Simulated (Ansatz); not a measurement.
Start from `[GeH3][Te][GeH3]` and change one element to get `[GeH3][Se][GeH3]`.

Ansatz, PBE0-D4/def2-TZVP geometries, multiplicity 1. 

Elements past krypton have def2 core potentials. Scalar relativity is left out up to krypton.

```csv
property,`[GeH3][Te][GeH3]`
"ideal-gas entropy at 298 K and 1 bar (rigid rotor, harmonic PBE0-D4/def2-TZVP) / J/(mol·K)",385
HOMO–LUMO gap (PBE/def2-TZVPP) / eV,3.67
HOMO energy (PBE/def2-TZVPP) / eV,-5.37
HOMO–LUMO gap (PBE0/def2-TZVPP) / eV,5.47
size of the dipole moment (ωB97M-V/def2-TZVPP) / D,0.84
LUMO energy (PBE0/def2-TZVPP) / eV,-0.91
```

(1) Give the same properties after the change, and the shifts. (Estimate.)

Results:

(1) The calculation gave: 
```
                                                                                  property  `[GeH3][Se][GeH3]`  shift
ideal-gas entropy at 298 K and 1 bar (rigid rotor, harmonic PBE0-D4/def2-TZVP) / J/(mol·K)                 372    -13
                                                       HOMO–LUMO gap (PBE/def2-TZVPP) / eV                4.55   0.88
                                                         HOMO energy (PBE/def2-TZVPP) / eV               -5.74  -0.37
                                                      HOMO–LUMO gap (PBE0/def2-TZVPP) / eV                6.52   1.05
                                        size of the dipole moment (ωB97M-V/def2-TZVPP) / D                1.17   0.33
                                                        LUMO energy (PBE0/def2-TZVPP) / eV               -0.34   0.57
```

With PBE0 the HOMO falls by 0.48 eV and the LUMO rises by 0.57 eV, so the gap widens by about 1.05 eV. PBE moves the HOMO by -0.37 eV and ωB97M-V by -0.55 eV. Dipoles are sizes alone; their direction can turn. Modes under 60 cm⁻¹, often nearly free rotors, make the harmonic entropy too high.

Spin–orbit coupling is left out; it splits and shifts lone-pair levels of the heavy atoms by tenths of an eV.
